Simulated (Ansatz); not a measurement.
The same path of ClH + FH3OSi (8 atoms, charge 0, multiplicity 1) was run twice with different band settings. Lost on the way: Si1–F2, H6–Cl7. Made: Si1–Cl7, F2–H6.

The calculation used RKS r2SCAN-D4/def2-SVP in Ansatz.

Relaxed end points:

```xyz
8
Properties=species:S:1:pos:R:3
Si -0.759 -0.677 0.084
F 0.724 -1.046 0.698
H -0.688 -1.053 -1.351
H -1.764 -1.450 0.847
O -1.067 0.915 0.344
H 1.935 0.349 0.079
Cl 2.064 1.424 -0.639
H -0.444 1.538 -0.061
```

```xyz
8
Properties=species:S:1:pos:R:3
Si -0.495 0.115 0.038
F 1.681 -1.885 0.202
H -0.433 -0.644 -1.235
H -0.688 -0.693 1.255
O -1.710 1.236 0.032
H 2.079 -1.042 0.251
Cl 1.359 1.109 0.202
H -1.794 1.803 -0.744
```

Common settings: movable images 5; climbing image yes; spring 5.0 eV/Å²; optimiser quadratic models (default); start path through a guess of the saddle point; iteration limit 60; end points relaxed.

| run | force threshold |
| --- | --- |
| 1 | 0.03 eV/Å |
| 2 | 0.2 eV/Å |

(1) What does each run give, and how far can it be trusted?

Results:

(1) Run 1: converged after 17 iterations, highest image 1.368 eV above the first end. A vibrational analysis at the climbing image gives one clearly imaginary mode, 284i cm⁻¹: a first-order saddle point.
Run 2: converged after 6 iterations, highest image 1.390 eV above the first end. The threshold of 0.2 eV/Å is loose, so the images may lie well off the minimum-energy path. The order of the stationary point at the top wasn't checked.
The orbitals stay closed-shell, which can raise the energy where a bond breaks towards radicals; this wasn't checked here.
